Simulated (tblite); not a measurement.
Species: C4H5F2N2Si (doublet state).
SMILES with atom numbers: `[N:1]=[CH:2][SiH2:3][CH2:4][C:5]([F:6])([F:7])[C:8]#[N:9]` (hydrogens: H10 on C2; H11, H12 on Si3; H13, H14 on C4)

Computed geometry: GFN2-xTB, gas phase. This method treats the open shell by occupation alone, without spin polarisation.

**Question.** What internal coordinates does the optimisation give?

**Answer.** 
| bond | length (pm) |
| --- | --- |
| N1=C2 | 120.8 |
| C2–Si3 | 195.4 |
| Si3–C4 | 190.6 |
| C4–C5 | 151.3 |
| C5–F6, C5–F7 | 136.7 |
| C5–C8 | 146.6 |
| C8≡N9 | 114.0 |
| C2–H10 | 109.2 |
| Si3–H11, Si3–H12 | 146.2 |
| C4–H13, C4–H14 | 109.1 |

Bonds in one row agree within 1 pm and their mean is given. A selection of angles:
| angle | degrees |
| --- | --- |
| N1–C2–Si3 | 121.8 |
| N1–C2–H10 | 126.9 |
| Si3–C2–H10 | 111.2 |
| C2–Si3–C4 | 105.0 |
| C2–Si3–H11 | 107.3 |
| C4–Si3–H11 | 111.5 |
| H11–Si3–H12 | 113.4 |
| Si3–C4–C5 | 111.2 |
| Si3–C4–H13 | 110.3 |
| Si3–C4–H14 | 111.5 |
| C5–C4–H13 | 107.7 |
| C5–C4–H14 | 108.9 |
| H13–C4–H14 | 107.1 |
| C4–C5–F6 | 111.5 |
| C4–C5–C8 | 111.2 |
| F6–C5–F7 | 105.0 |
| F6–C5–C8 | 109.3 |
| C5–C8–N9 | 178.0 |

Torsions: N1–C2–Si3–C4 0° (synperiplanar); C2–Si3–C4–C5 -177° (antiperiplanar); Si3–C4–C5–F6 -168° (antiperiplanar). The mirror-image conformer, all signs reversed, is as good.

Si3 (silicon bonded to 2 C and 2 H) is distorted tetrahedral (angles from 105.0° to 113.4°). The 2 C–N bonds span 1.140 Å (C8≡N9, drawn triple) to 1.208 Å (N1=C2, drawn double), a spread of 0.068 Å. The 2 C–C bonds span 1.466 Å (C5–C8, drawn single) to 1.513 Å (C4–C5, drawn single), a spread of 0.047 Å. C2 (carbon bonded to N, Si and H) is planar (angles 126.9°, 121.8° and 111.2°, sum 360.0°, 0.00 Å off the plane of its three neighbours). The 2 C–Si bonds span 1.906 Å (Si3–C4, drawn single) to 1.954 Å (C2–Si3, drawn single), a spread of 0.048 Å.

Point group: C1 (no symmetry element, even within 0.4 Å). Its GFN2-xTB frequencies are all real (lowest 22 cm⁻¹).

On an AMD EPYC 7B13 with one thread, no GPU (shared host), this took 1.4 s wall. This is the geometry optimisation.
